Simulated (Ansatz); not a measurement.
`O[SiH](F)[S][GeH3]` + HCl → `F[SiH](Cl)[S][GeH3]` + H₂O at 700 K and 1 bar (ligand exchange at the Si–O bond).

Computed with Ansatz on PBE0-D4/def2-TZVP structures; ΔE is electronic, products minus reactants. CCSD(T)/CBS adds triple-zeta CCSD(T) − MP2 to the extrapolated MP2 energy (def2 sets, frozen cores). This one scheme is used for every species. For Ge outer-core shells are correlated without core-valence functions, which leaves a few kJ/mol of doubt a bond. Scalar relativity is left out up to krypton. Each species was taken in one conformer, which may not be the lowest.

| species | CCSD(T)/CBS energy (Eh) | H − E (kJ/mol) | S (J/(mol·K)) |
| --- | --- | --- | --- |
| `O[SiH](F)[S][GeH3]` | -2941.10924 | 225.5 | 520.4 |
| HCl | -460.38127 | 38.4 | 211.8 |
| `F[SiH](Cl)[S][GeH3]` | -3325.10853 | 187.9 | 514.3 |
| H₂O | -76.37941 | 80.5 | 218.4 |

H − E and S are ideal-gas, rigid-rotor, harmonic terms from PBE0-D4/def2-TZVP, for one conformer and one mirror image of each species. 1 Eh = 2625.50 kJ/mol, R = 8.31446 J/(mol·K).

Question: By hand: ΔE, ΔH, ΔS and ΔG.

Answer: ΔE = (-3325.10853) + (-76.37941) − (-2941.10924) − (-460.38127) = 0.00257 Eh = 6.7 kJ/mol. Δ(H − E) = 187.9 + 80.5 − 225.5 − 38.4 = 4.5, so ΔH = 11.2 kJ/mol. ΔS = 514.3 + 218.4 − 520.4 − 211.8 = 0.5 J/(mol·K). ΔG = 11.2 − 700 × (0.5)/1000 = 10.8 kJ/mol.

Question: By hand: the equilibrium constant, and the temperature at which ΔG would vanish if ΔH and ΔS stayed fixed.

Answer: log₁₀ K = −ΔG/(RT ln 10) = -0.8. ΔG = 0 at ΔH/ΔS = 22400 K, far beyond where these terms or the molecules hold.

The number of gas molecules stays the same, so ΔS is small and ΔH decides. A doubt of 5 kJ/mol in ΔE shifts log₁₀ K by 0.4 here. Other conformers and mirror images would add mixing entropy, several J/(mol·K) or more a flexible species. Modes under 60 cm⁻¹, often nearly free rotors, make the harmonic entropy too high. These are equilibria of isolated gas molecules and say nothing of rates. Largest T1 diagnostic: 0.012 (customary marks: 0.02 for closed shells, 0.045 for open ones).
